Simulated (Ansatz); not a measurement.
`O=P(O)(O)CCCCc1ccc(-c2ccc(-c3cccs3)s2)s1`, relaxed as a singlet with RKS r2SCAN-D4/def2-SVP in Ansatz, starting from the GFN2-xTB geometry. Force threshold 0.03 eV/Å.

Single mean-field runs in def2-SVP are fitted with def2-universal-jkfit.

Start:

```csv
atom,x (Å),y (Å),z (Å)
O1,6.283,0.547,-4.197
P2,5.361,1.109,-3.202
O3,6.136,1.841,-1.997
O4,4.442,2.270,-3.835
C5,4.211,-0.044,-2.372
C6,3.683,0.461,-1.039
C7,2.853,1.729,-1.198
C8,2.294,2.228,0.143
C9,1.384,1.236,0.780
C10,1.679,0.314,1.741
C11,0.588,-0.495,2.100
C12,-0.559,-0.191,1.410
C13,-1.847,-0.790,1.547
C14,-2.201,-1.865,2.330
C15,-3.562,-2.177,2.266
C16,-4.276,-1.345,1.435
C17,-5.678,-1.358,1.166
C18,-6.641,-2.175,1.706
C19,-7.934,-1.892,1.229
C20,-7.953,-0.869,0.334
S21,-6.386,-0.228,0.048
S22,-3.233,-0.157,0.710
S23,-0.274,1.112,0.290
H24,7.072,1.850,-2.201
H25,4.672,2.368,-4.760
H26,3.396,-0.233,-3.072
H27,4.767,-0.974,-2.244
H28,4.524,0.662,-0.375
H29,3.072,-0.324,-0.585
H30,2.025,1.540,-1.884
H31,3.479,2.511,-1.630
H32,1.751,3.159,-0.033
H33,3.123,2.436,0.823
H34,2.652,0.224,2.191
H35,0.640,-1.267,2.846
H36,-1.496,-2.412,2.929
H37,-4.011,-2.987,2.812
H38,-6.428,-2.946,2.424
H39,-8.816,-2.420,1.545
H40,-8.793,-0.447,-0.181
```

```
        step  energy (eV)  largest force component (eV/Å)  SCF passes
           1  -64761.9747                           1.034          21
           2  -64762.1820                           0.451          20
           3  -64762.2111                           0.146          21
           4  -64762.2167                           0.099          21
           5  -64762.2246                           0.179          21
           6  -64762.2275                           0.202          21
7 (rejected)  -64762.2244                           0.218          21
           8  -64762.2328                           0.034          20
           9  -64762.2346                           0.065          20
          10  -64762.2354                           0.101          20
          11  -64762.2370                           0.065          21
          12  -64762.2391                           0.047          20
          13  -64762.2407                           0.071          20
          14  -64762.2412                           0.081          20
          15  -64762.2422                           0.069          21
          16  -64762.2430                           0.042          21
          17  -64762.2436                           0.029          20
          18  -64762.2442                           0.036          20
          19  -64762.2447                           0.042          20
          20  -64762.2451                           0.054          21
          21  -64762.2454                           0.043          20
          22  -64762.2457                           0.082          20
          23  -64762.2459                           0.055          21
          24  -64762.2464                           0.021          21
```

Force components are those of the run's own axes.

End:

| atom | x (Å) | y (Å) | z (Å) |
| --- | --- | --- | --- |
| O1 | 5.5964 | 0.2761 | -4.6999 |
| P2 | 5.0150 | 0.9153 | -3.4878 |
| O3 | 6.1123 | 1.3329 | -2.3551 |
| O4 | 4.2264 | 2.3075 | -3.8227 |
| C5 | 3.8278 | -0.0250 | -2.5110 |
| C6 | 3.5395 | 0.4668 | -1.0886 |
| C7 | 2.9044 | 1.8522 | -1.0038 |
| C8 | 2.5393 | 2.2469 | 0.4357 |
| C9 | 1.5701 | 1.3209 | 1.1007 |
| C10 | 1.7456 | 0.5412 | 2.2255 |
| C11 | 0.6113 | -0.2401 | 2.5644 |
| C12 | -0.4491 | -0.0727 | 1.6866 |
| C13 | -1.7421 | -0.7125 | 1.7177 |
| C14 | -2.1132 | -1.8665 | 2.3977 |
| C15 | -3.4684 | -2.2161 | 2.2149 |
| C16 | -4.1616 | -1.3380 | 1.3907 |
| C17 | -5.5494 | -1.3932 | 0.9957 |
| C18 | -6.5804 | -2.1098 | 1.5893 |
| C19 | -7.8258 | -1.9457 | 0.9296 |
| C20 | -7.7485 | -1.1022 | -0.1567 |
| S21 | -6.1447 | -0.5161 | -0.3908 |
| S22 | -3.1102 | -0.0508 | 0.8609 |
| S23 | -0.0187 | 1.0676 | 0.4351 |
| H24 | 6.9860 | 1.4278 | -2.7647 |
| H25 | 4.4126 | 2.5562 | -4.7416 |
| H26 | 2.9048 | -0.0702 | -3.1162 |
| H27 | 4.2381 | -1.0495 | -2.4888 |
| H28 | 4.4792 | 0.4574 | -0.5084 |
| H29 | 2.8687 | -0.2677 | -0.6093 |
| H30 | 1.9968 | 1.8845 | -1.6357 |
| H31 | 3.5864 | 2.6134 | -1.4163 |
| H32 | 2.1380 | 3.2766 | 0.4319 |
| H33 | 3.4521 | 2.2718 | 1.0562 |
| H34 | 2.6765 | 0.5463 | 2.7980 |
| H35 | 0.5547 | -0.8927 | 3.4379 |
| H36 | -1.4044 | -2.4560 | 2.9830 |
| H37 | -3.9307 | -3.1084 | 2.6422 |
| H38 | -6.4362 | -2.7139 | 2.4877 |
| H39 | -8.7543 | -2.4229 | 1.2504 |
| H40 | -8.5443 | -0.7914 | -0.8342 |

By distances, no bond broke or formed. The bond that changes most is P2–C5, from 1.83 to 1.80 Å (atoms count from 1).

The force fell under the threshold at step 17, but the optimiser went on and released 0.003 eV more. No frequencies were taken in this run, so the end may be a saddle point.

Hardware: 2 threads of AMD EPYC 7R13 on a shared host and a share (18 GiB) of an NVIDIA H100 80GB HBM3. Wall time 2.5 min.
